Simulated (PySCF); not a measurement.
Job file and geometry (Å, from GFN2-xTB) of an NMR shielding run on SMILES O=[S@@](/C(=C\C#C)[SiH](C)C)C, C7H12OSSi, GIAO PBE0/pcSseg-1 NMR shielding, non-relativistic, gas phase in PySCF; density fitting, a coarse starting grid and PySCF grid level 2 are the driver's defaults:

```
$ OMP_NUM_THREADS=1 python probes_run.py task.json out

{"job": {"kind": "nmr", "xc": "PBE0", "basis": "pcSseg-1"}, "charge": 0, "multiplicity": 1}
C     -2.780803     2.522210    -1.190403
C     -1.738058     1.934101    -1.080461
C     -0.520228     1.238737    -0.956544
C     -0.300817     0.295013    -0.039111
Si     1.290408    -0.675484     0.301474
C      2.100455    -0.002160     1.879558
C      2.438090    -0.386011    -1.189161
S     -1.602273    -0.093777     1.149525
C     -2.462074    -1.271437     0.011405
O     -0.917401    -0.929131     2.145800
H     -3.686355     3.042626    -1.288385
H      0.247528     1.504177    -1.673325
H      0.958547    -2.105115     0.367344
H      2.277700     1.069073     1.813318
H      3.054283    -0.486744     2.065709
H      1.456857    -0.183533     2.733709
H      1.979133    -0.683587    -2.126233
H      2.727015     0.656555    -1.276331
H      3.347759    -0.964484    -1.074000
H     -3.253463    -1.752297     0.576800
H     -2.875075    -0.698914    -0.810887
H     -1.751639    -2.010432    -0.340649
```

**Question.** What does the program print?

**Answer.** 
```
coarse grid: 19376 points
cycle   1  E = -1035.7413949817  dE =  1.414e+00  |g| = 9.772e-01  |ddm| = 4.579e+00
cycle   2  E = -1035.0860099563  dE =  6.554e-01  |g| = 2.024e+00  |ddm| = 4.514e+00
cycle   3  E = -1035.9108999033  dE = -8.249e-01  |g| = 3.406e-01  |ddm| = 3.893e+00
cycle   4  E = -1035.9366016822  dE = -2.570e-02  |g| = 1.002e-01  |ddm| = 5.081e-01
cycle   5  E = -1035.9379737593  dE = -1.372e-03  |g| = 6.661e-02  |ddm| = 1.426e-01
cycle   6  E = -1035.9390816823  dE = -1.108e-03  |g| = 1.367e-02  |ddm| = 6.255e-02
cycle   7  E = -1035.9391276178  dE = -4.594e-05  |g| = 3.856e-03  |ddm| = 1.557e-02
cycle   8  E = -1035.9391310083  dE = -3.390e-06  |g| = 1.453e-03  |ddm| = 5.326e-03
final grid: 177800 points
cycle   9  E = -1036.0125311819  dE = -3.350e-05  |g| = 1.211e-02  |ddm| = 5.591e-02
cycle  10  E = -1036.0124836830  dE =  4.750e-05  |g| = 1.902e-02  |ddm| = 3.528e-02
cycle  11  E = -1036.0125627788  dE = -7.910e-05  |g| = 3.653e-03  |ddm| = 2.662e-02
cycle  12  E = -1036.0125654968  dE = -2.718e-06  |g| = 4.971e-04  |ddm| = 4.163e-03
cycle  13  E = -1036.0125655393  dE = -4.244e-08  |g| = 3.085e-04  |ddm| = 7.350e-04
cycle  14  E = -1036.0125655634  dE = -2.409e-08  |g| = 6.423e-05  |ddm| = 3.119e-04
cycle  15  E = -1036.0125655643  dE = -9.568e-10  |g| = 2.058e-05  |ddm| = 8.641e-05
converged SCF energy = -1036.0125655643

GIAO shielding tensors (ppm)
atom      isotropic    diamagn.    paramagn.     s11        s22        s33       span
  0 C       84.461     259.500    -175.039     33.380     45.068    174.935    141.555
  1 C      104.794     254.913    -150.119      5.752      8.429    300.202    294.451
  2 C       63.034     256.495    -193.461    -42.959     70.309    161.753    204.712
  3 C       -9.126     268.754    -277.880    -98.745    -29.169    100.537    199.282
  4 Si     381.522     882.617    -501.095    351.472    374.224    418.869     67.397
  5 C      186.571     253.978     -67.407    179.762    186.187    193.764     14.002
  6 C      192.259     255.020     -62.761    187.335    190.289    199.153     11.818
  7 S      173.344    1054.688    -881.344     36.296     85.390    398.346    362.049
  8 C      140.764     255.381    -114.617    105.461    132.246    184.585     79.124
  9 O      299.686     400.206    -100.520    112.522    309.584    476.952    364.430
 10 H       28.287      34.509      -6.221     24.673     25.213     34.976     10.303
 11 H       25.603      32.851      -7.248     21.305     25.606     29.898      8.592
 12 H       26.604      31.092      -4.488     23.056     26.339     30.418      7.362
 13 H       31.625      31.667      -0.042     27.798     29.477     37.598      9.800
 14 H       31.541      28.952       2.589     26.868     28.475     39.280     12.412
 15 H       30.601      31.328      -0.727     24.137     30.222     37.443     13.306
 16 H       31.754      32.423      -0.670     26.985     29.253     39.024     12.039
 17 H       31.704      32.222      -0.517     27.852     29.331     37.929     10.078
 18 H       31.494      29.320       2.174     26.786     28.605     39.090     12.305
 19 H       29.268      29.301      -0.033     26.339     26.605     34.861      8.522
 20 H       29.555      31.713      -2.158     25.316     29.233     34.115      8.799
 21 H       29.002      32.562      -3.560     25.669     29.295     32.043      6.374
```

**Question.** Turn these shieldings into chemical shifts. Shifts are taken against calculated references (same method and geometry level): $^{13}$C (σref 186.93), $^{29}$Si (σref 349.16), $^{1}$H (σref 31.72) vs TMS; $^{33}$S (σref 503.73) against CS2; $^{17}$O (σref 336.08) vs H2O.

**Answer.** Averaging equivalent atoms: C 3: 196.1; C 2: 123.9; C 0: 102.5; C 1: 82.1; C 8: 46.2; C 5: 0.4; C 6: -5.3; Si 4: -32.4; S 7: 330; O 9: 36.4; H 11: 6.11; H 12: 5.11; H 10: 3.43; H 19/20/21: 2.44; H 13/14/15: 0.46; H 16/17/18: 0.07 ppm. Experimental scales use liquid or dissolved standards, which lie at an offset from isolated H2O (liquid H2O: subtract about 36 ppm).

Size and cost of the density-fitted run: 244 basis functions, 2.1 min wall time on 1 thread of an Arm Neoverse N1, shared host; peak memory 1.1 GiB.
